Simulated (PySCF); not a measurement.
A calculated (PBE0, PySCF 2.14, aug-cc-pwCVTZ-X2C, the spin-free X2C one-electron Hamiltonian (Gaussian nucleus)) atom or ion has these occupied shells.

| shell | electrons | orbital energy (eV) | rms radius, mean of both spins (bohr) |
| --- | --- | --- | --- |
| 1s β | 1 | -37288.2 | 0.0292 |
| 1s α | 1 | -37288.1 | 0.0292 |
| 2s α | 1 | -5920.2 | 0.119 |
| 2s β | 1 | -5920.2 | 0.119 |
| 2p α | 3 | -5312.4 | 0.106 |
| 2p β | 3 | -5312.4 | 0.106 |
| 3s β | 1 | -1260.7 | 0.311 |
| 3s α | 1 | -1260.7 | 0.311 |
| 3p α | 3 | -1064.0 | 0.311 |
| 3p β | 3 | -1064.0 | 0.311 |
| 3d α | 5 | -775.80 | 0.289 |
| 3d β | 5 | -775.79 | 0.289 |
| 4s α | 1 | -251.30 | 0.716 |
| 4s β | 1 | -251.29 | 0.716 |
| 4p α | 3 | -187.00 | 0.762 |
| 4p β | 3 | -186.98 | 0.762 |
| 4d α | 5 | -92.264 | 0.863 |
| 4d β | 5 | -92.251 | 0.863 |
| 5s α | 1 | -34.931 | 1.75 |
| 5s β | 1 | -34.803 | 1.75 |
| 5p α | 3 | -19.179 | 2.06 |
| 5p β | 3 | -18.921 | 2.06 |
| 6s β | 1 | -3.216 | 5.36 |
| 5d α | 1 | -2.265 | 4.16 |

**Question.** Name the element and its charge.

**Answer.** Ba (barium, neutral), in [Xe] 5d1 6s1, 6s spin antiparallel (an excited configuration).
